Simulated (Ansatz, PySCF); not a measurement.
This PySCF input computes a r2SCAN/def2-TZVPD energy:

```python
from pyscf import gto, scf, dft

mol = gto.M(
    atom='''
    Si    0.00000000    0.00000000    0.00000000
    Cl   -1.68858975   -0.98731631    0.02321396
    Cl   -0.01077213    1.95613927   -0.00841625
    Cl    1.69936188   -0.96882296   -0.01479771
    ''',
    basis='def2-tzvpd',
    charge=1,
    spin=0,
    verbose=4,
)

mf = dft.RKS(mol, xc='r2scan').density_fit(auxbasis='def2-universal-jkfit')
mf.grids.level = 4
mf.conv_tol = 1e-9
mf.max_cycle = 100
mf.max_memory = 1500
mf.kernel()
if not mf.converged:
    mf = mf.newton()
    mf.kernel(mf.make_rdm1())
mf.analyze()
```

Q: Write an input for the same energy in Ansatz (an electronic-structure program) and say what it gives.

A: 
Ansatz 0.2 input:
```yaml
crystal:
  periodic: [false, false, false]
  atoms:
    - {symbol: Si, position_ang: [0.00000000, 0.00000000, 0.00000000]}
    - {symbol: Cl, position_ang: [-1.68858975, -0.98731631, 0.02321396]}
    - {symbol: Cl, position_ang: [-0.01077213, 1.95613927, -0.00841625]}
    - {symbol: Cl, position_ang: [1.69936188, -0.96882296, -0.01479771]}
basis:
  gaussian:
    orbitals: def2-TZVPD
hamiltonian:
  xc: {name: r2SCAN}
total_charge: 1
output: {forces: true}
```
It gives -1669.85302 Eh, and PySCF -1669.85302 Eh, a difference of 0.00 mEh.
